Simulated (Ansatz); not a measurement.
`CC[Si]Br` → `[SiH]Br` + `C=C` at 400 K and 1 bar (β-hydride elimination).

Computed with Ansatz on PBE0-D4/def2-TZVP structures; ΔE is electronic, products minus reactants. CCSD(T)/CBS adds triple-zeta CCSD(T) − MP2 to the extrapolated MP2 energy (def2 sets, frozen cores). This one scheme is used for every species. For Br outer-core shells are correlated without core-valence functions, which leaves a few kJ/mol of doubt a bond. Scalar relativity is left out up to krypton. One conformer a species, not always the lowest.

```json
{"species": "`CC[Si]Br`", "CCSD(T)/CBS energy (Eh)": "-2941.51653", "H − E (kJ/mol)": "200.2", "S (J/(mol·K))": "372.9"}
{"species": "`[SiH]Br`", "CCSD(T)/CBS energy (Eh)": "-2862.97869", "H − E (kJ/mol)": "34.6", "S (J/(mol·K))": "275.9"}
{"species": "`C=C`", "CCSD(T)/CBS energy (Eh)": "-78.48111", "H − E (kJ/mol)": "149.4", "S (J/(mol·K))": "232.7"}
```

H − E and S are ideal-gas, rigid-rotor, harmonic terms from PBE0-D4/def2-TZVP, for one conformer and one mirror image of each species. 1 Eh = 2625.50 kJ/mol, R = 8.31446 J/(mol·K).

Problem. By hand: ΔE, ΔH, ΔS and ΔG.

Solution. ΔE = (-2862.97869) + (-78.48111) − (-2941.51653) = 0.05673 Eh = 148.9 kJ/mol. Δ(H − E) = 34.6 + 149.4 − 200.2 = -16.2, so ΔH = 132.7 kJ/mol. ΔS = 275.9 + 232.7 − 372.9 = 135.7 J/(mol·K). ΔG = 132.7 − 400 × (135.7)/1000 = 78.4 kJ/mol.

Problem. By hand: the equilibrium constant, and the temperature at which ΔG would vanish if ΔH and ΔS stayed fixed.

Solution. log₁₀ K = −ΔG/(RT ln 10) = -10.2. ΔG = 0 at ΔH/ΔS = 978 K.

The number of gas molecules changes by +1, which sets the sign of ΔS. A doubt of 5 kJ/mol in ΔE shifts log₁₀ K by 0.7 here. Other conformers and mirror images would add mixing entropy, several J/(mol·K) or more a flexible species. Modes under 60 cm⁻¹, often nearly free rotors, make the harmonic entropy too high. These are equilibria of isolated gas molecules and say nothing of rates. Largest T1 diagnostic: 0.011 (customary marks: 0.02 for closed shells, 0.045 for open ones).
